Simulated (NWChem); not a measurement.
System: BH3S2O; SMILES OB(S)S

```xyz
7

B      0.4036     0.0306     0.0000
O      1.7543     0.1197     0.0000
H      2.2205    -0.7203     0.0000
S     -0.5523    -1.5265     0.0000
H      0.4923    -2.3843     0.0000
S     -0.4907     1.6134     0.0000
H     -1.7333     1.0873     0.0000
```
Atoms are numbered in this order, from 1.

Computed with NWChem. Structure relaxed at the PBE0/def2-SVP level. GIAO values for the isolated, static molecule; σ is the absolute isotropic shielding, δ = σ(reference) − σ with the isolated reference molecule computed at the same levels (11B: boron trifluoride, 1H: tetramethylsilane, 17O: water).

**Question.** Estimate the computed values for BHandHLYP/pcSseg-1. Quantities: δ B1 (ppm); δ O2 (ppm); δ H3 (ppm); σ S4 (ppm); δ H5 (ppm); σ S6 (ppm); δ H7 (ppm).

**Answer.** 
```
Quantity    Value
----------  -----
δ B1 (ppm)   36.6
δ O2 (ppm)  152.9
δ H3 (ppm)   4.12
σ S4 (ppm)  597.6
δ H5 (ppm)   1.47
σ S6 (ppm)  598.9
δ H7 (ppm)   1.59
```
